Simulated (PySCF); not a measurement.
## Correlation energy of Pt²⁺ (platinum, charge +2)

[Xe] 4f14 5d7 6p1, one real determinant (an excited configuration). Calculation: PySCF 2.14, in x2c-TZVPPall with one added diffuse shell each of s, p, d, f type (12s8p8d4f1g, 113 functions); the spin-free X2C one-electron Hamiltonian (Gaussian nucleus). Frozen: [Kr] 4d10 4f14; 16 electrons correlated.

```csv
level,correlation energy (mhartree)
CCSD,-388.08
(T),-9.73
CCSD(T),-397.81
```

Diagnostics: T1 = 0.011, D1 = 0.0441, largest double amplitude 0.047.

The real determinant used has ⟨L²⟩ near 14 against 20 for a pure G term, so it mixes terms. Spin-orbit coupling, absent here, splits the open shell strongly.

Cost of the coupled-cluster step: about 90 core-seconds, for 16 correlated electrons.

The reference is one real determinant that mixes LS terms of this configuration.

This basis was not built for core-valence correlation, so the inner-shell part is incomplete.
